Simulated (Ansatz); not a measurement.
Ligand exchange: Sc(CH3)(OH)2 + C3H4F4O → Sc(OH)3 + C4H6F4

Species: Sc(CH3)(OH)2, singlet; C3H4F4O `OC(F)(CF)C(F)F`, singlet; Sc(OH)3, singlet; C4H6F4 `CC(F)(CF)C(F)F`, singlet. The partners trade CH3 for OH: Sc–CH3 and C–OH bonds give way to Sc–OH and C–CH3.

Shapes, held fixed at every level: PBE0-D4/def2-TZVP. Flexible molecules stand in one conformer, not always the lowest. Programs: Ansatz 0.2.0. Electronic energies: no zero-point or thermal term.

| level | kind | ΔE (kJ/mol) |
| --- | --- | --- |
| HF/def2-SVP | Hartree–Fock | -195.9 |
| B3LYP-D4/def2-TZVPP | global hybrid | -205.5 |
| BHLYP-D4/def2-TZVPP | global hybrid | -207.1 |
| r2SCAN0-D4/def2-TZVPP | global hybrid | -202.1 |
| wB97X-V/def2-TZVPP | range-separated hybrid | -203.2 |
| CCSD/def2-SVP | coupled cluster or CI | -206.5 |
| MP2/def2-TZVPP | perturbation theory | -215.6 |

MP2/def2-TZVPP gives ΔE = -215.6 kJ/mol; the levels span -215.6 to -195.9. The median of the levels is -205.5. No measured value is set beside it here. Outer-core shells of Sc are correlated, in sets that cover them unevenly. MP2/def2-TZVPP lies outside the range of all other levels here, so it shouldn't be taken on trust.
